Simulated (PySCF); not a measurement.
Working out the electron affinity of Ge

Ge- [Ar] 3d10 4s2 4p3 (4S) → Ge [Ar] 3d10 4s2 4p2 (3P). Computed with PySCF 2.14 in x2c-QZVPPall with one added diffuse shell each of s, p, d, f type (12s9p6d5f1g, 113 functions), with the spin-free X2C one-electron Hamiltonian (Gaussian nucleus). Frozen: [Ne]. Energies in hartree (1 hartree = 27.21139 eV):

```
             part   Ge- (lower)    Ge (upper)
              UHF  -2097.147299  -2097.116683
MP2 opposite-spin     -0.561366     -0.554784
    MP2 same-spin     -0.296124     -0.284118
```

What does Hartree-Fock give?

(-2097.116683) − (-2097.147299) = 0.030616 hartree = 0.833 eV.

What do MP2 and SCS-MP2 (6/5 opposite-spin, 1/3 same-spin) give?

The opposite-spin parts differ by 0.179 eV and the same-spin parts by 0.327 eV. MP2: 0.833 + (0.179) + (0.327) = 1.339 eV. SCS-MP2: 0.833 + 1.2 × (0.179) + (0.327)/3 = 1.157 eV.

A first-order spin-orbit estimate adds -0.106 eV to MP2 (valence and next inner shell), giving 1.233 eV against 1.233 eV (measured; photodetachment measurements, as compiled on the Wikipedia data page of electron affinities).

What remains against the reference includes basis incompleteness, the frozen core and correlation beyond second order.
